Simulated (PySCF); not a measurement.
2-chloro-3,3-difluoroprop-1-ene (C3H3ClF2), SMILES C=C(Cl)C(F)F. Coordinates come from a PBE-D3(BJ)/def2-SVP optimisation. The values are those of a single conformer.

**Question.** Give the equilibrium geometry at PBE-D3(BJ)/def2-SVP (PySCF confirms it by a frequency run) as a Z-matrix. (The exact figures need the calculation; the answer reports its results.)

**Answer.** One answer among several that fit: 
```
C
C 1 1.3408
H 2 1.0986 1 121.52
H 2 1.0990 3 119.52 1 -179.82
C 1 1.5155 2 124.27 3 179.89
F 5 1.3645 1 110.11 2 3.43
F 5 1.3656 6 108.24 1 120.46
H 5 1.1154 6 108.74 7 117.15
Cl 1 1.7411 2 123.12 3 -0.26
```
